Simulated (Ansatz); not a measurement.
Mulliken charges of CH$_{4}$AlClFSb, SMILES `[F][Al]([SbH2])[CH2]Cl` from r2SCAN/def2-TZVPP in Ansatz (PBE0-D4/def2-TZVP geometry).

```
atom   x (Å)   y (Å)   z (Å)  charge (e)
  F1   0.515  -2.244  -0.788      -0.357
 Al2   0.302  -0.777  -0.054       0.626
 Sb3   2.414   0.730   0.381       0.053
  C4  -1.506  -0.381   0.561      -0.271
 Cl5  -1.624   0.394  -1.115      -0.114
  H6   1.380   2.090   0.439      -0.090
  H7   2.590   0.886  -1.312      -0.078
  H8  -2.268  -1.156   0.593       0.114
  H9  -1.714   0.410   1.276       0.117
```

Problem. By hand: the dipole of these point charges (1 e Å = 4.8032 D).

Solution. Σ q r = (-0.059, 0.071, 0.523) e Å, of length 0.531 e Å = 2.55 D.

Problem. How does the dipole of the full density compare? (An estimate is asked.)

Solution. Computed: (-0.237, 0.174, 0.371) e Å, 2.27 D; the point charges give 1.12 times that, at 29° from its direction.

Point charges leave out the atoms' own dipoles, such as those of lone pairs, and Mulliken's split depends on the basis, so the two needn't agree.
